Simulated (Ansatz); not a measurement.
The same molecule with X = Ti, Zr, Hf. Ansatz, PBE0-D4/def2-TZVP geometries, multiplicity 1. Each molecule was computed in one conformer, which needn't be the lowest.

Elements past krypton have def2 core potentials. Scalar relativity is left out up to krypton.

| X | molecule | mean X–F bond length / Å | mean X–N bond length / Å | HOMO energy (PBE/def2-TZVPP) / eV | size of the dipole moment (B3LYP/def2-TZVPP) / D | LUMO energy (ωB97M-V/def2-TZVPP) / eV |
| --- | --- | --- | --- | --- | --- | --- |
| Ti | `[NH2][Ti]([NH2])([F])[F]` | 1.769 | 1.867 | -6.34 | 3.01 | 0.65 |
| Hf | `[NH2][Hf]([NH2])([F])[F]` | 1.918 | 2.027 | -6.09 | 2.65 | 0.88 |

(1) Give the row for X = Zr, `[NH2][Zr]([NH2])([F])[F]`. (Estimate.)

Answers

(1) Computed: 
```csv
X,molecule,mean X–F bond length / Å,mean X–N bond length / Å,HOMO energy (PBE/def2-TZVPP) / eV,size of the dipole moment (B3LYP/def2-TZVPP) / D,LUMO energy (ωB97M-V/def2-TZVPP) / eV
Zr,`[NH2][Zr]([NH2])([F])[F]`,1.917,2.026,-6.14,2.72,0.58
```

From Ti to Hf the mean X–F bond length rises at each step, by 0.149 Å in all; the mean X–N bond length rises at each step, by 0.160 Å in all; the HOMO energy (PBE/def2-TZVPP) rises at each step, by 0.25 eV in all; the LUMO energy (ωB97M-V/def2-TZVPP) isn't monotonic: highest at Hf, lowest at Zr. Dipoles are sizes alone, and their direction can turn along the series.

B3LYP here is the variant with VWN-RPA as its local correlation; programs differ in this.
